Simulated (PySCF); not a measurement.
## Computed properties of Mo(S)2(F)(Me) (CH3FMoS2), SMILES [CH3][Mo]([F])(=[S])=[S], multiplicity 1

Mo(S)2(F)(Me) (CH3FMoS2), SMILES [CH3][Mo]([F])(=[S])=[S], multiplicity 1. The structure is a stationary point at PBE0-D3(BJ)/def2-SVP. The multiplicity is an assumed one; no other spin state was optimised. The structure was generated by enumeration; whether it is a known compound was not checked. The def2 effective core potentials stand for the cores of Mo; spin–orbit coupling is left out. Other conformers were not sampled. All values are computed for the isolated molecule unless a solvent is named; none is compared with measurement here.

**Structure.** The optimised structure has Cs symmetry. All 18 harmonic modes at PBE0-D3(BJ)/def2-SVP (PySCF) are real, so it is a minimum. With heavy atoms numbered as in [Mo:1](=[S:2])(=[S:3])([F:4])[CH3:5], the shortest bond between them is Mo1–F4 at 1.839 Å and the longest Mo1–S3 at 2.095 Å.

**Vibrations.** The strongest infrared lines (harmonic, unscaled, degenerate partners summed) lie at 727 cm⁻¹ (123 km/mol, F 67 %, Mo 22 %), 589 cm⁻¹ (72 km/mol, S 60 %, Mo 28 %, H 11 %), 576 cm⁻¹ (28 km/mol, S 55 %, Mo 21 %, C 15 %, H 9 %). The softest mode is at 160 cm⁻¹ and the zero-point energy is 26.0 kcal/mol.

**Electronic structure.** r2SCAN/def2-TZVP (PySCF) places the frontier levels at -6.68 and -4.18 eV, a gap of 2.50 eV, and gives a dipole moment of 2.08 D and a mean polarisability of 91.6 bohr³. PBE/def2-TZVP (PySCF) at the same geometry gives -6.42 and -4.17 eV, so its gap is 0.25 eV narrower. An orbital gap is neither the optical nor the fundamental gap.

**Excitations.** TDDFT-M06-2X/def2-SVPD (PySCF) has S1 at 2.48 eV (500 nm, f = 0.001, dark); the most intense of the 10 singlets computed lies at 3.82 eV (f = 0.01). T1 (TDA) is at 2.30 eV. TDDFT-PBE/def2-SVPD (PySCF) puts S1 at 2.48 eV.
